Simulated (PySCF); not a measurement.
# Ions at one geometry of [Tl(H2O)3]3+

PySCF 2.14.0, RKS PBE0, Tl def2-SVP with ECP60, O def2-SVP, H def2-SVP; non-relativistic Hamiltonian with scalar-relativistic core potentials where named; density fitting; no spin-orbit coupling; singlets restricted, open shells unrestricted. The geometry is relaxed for charge +3, singlet, vacuum (a saddle point, kept by symmetry):

```xyz
10

Tl    0.0000    0.0000    0.0000
O     2.1652   -0.0317    0.0000
H     2.7075   -0.2201    0.8096
H     2.7075   -0.2201   -0.8096
O    -1.0552    1.8910    0.0000
H    -1.1631    2.4548    0.8096
H    -1.1631    2.4548   -0.8096
O    -1.1100   -1.8593    0.0000
H    -1.5443   -2.2347    0.8096
H    -1.5443   -2.2347   -0.8096
```

Energies count from the relaxed state; an electron taken off or put on is at rest in vacuum. Charges and spins are Mulliken's.

```
                     state  energy (eV)  spin squared  charge on Tl1 (e)  spin on Tl1 (e)  dipole about the centre of mass (D)
charge +3, singlet, vacuum         0.00          0.00               1.56             0.00                                 0.00
charge +2, doublet, vacuum       -19.10          0.75               1.04             0.64                                 0.00
```

Problem. What does the state charge +4, doublet, vacuum give?

Solution. energy (eV) 28.52, spin squared 0.79, charge on Tl1 (e) 1.74, spin on Tl1 (e) -0.08, dipole about the centre of mass (D) 0.32.

With an electron taken off (doublet) the charges change, summed by element, by Tl +0.18 e, O +0.53 e, H +0.29 e. The vertical ionisation energy is 28.52 eV, against −ε(HOMO) = 26.34 eV of the relaxed state. The level lies 2.2 eV too high, as is usual for semilocal functionals and global hybrids, which keep a self-interaction error.

With an electron put on (doublet) the charges change, summed by element, by Tl -0.52 e, O -0.13 e, H -0.35 e. The vertical electron affinity is 19.10 eV, against −ε(LUMO) = 21.44 eV of the relaxed state.

Open shells may have lower solutions than those found.
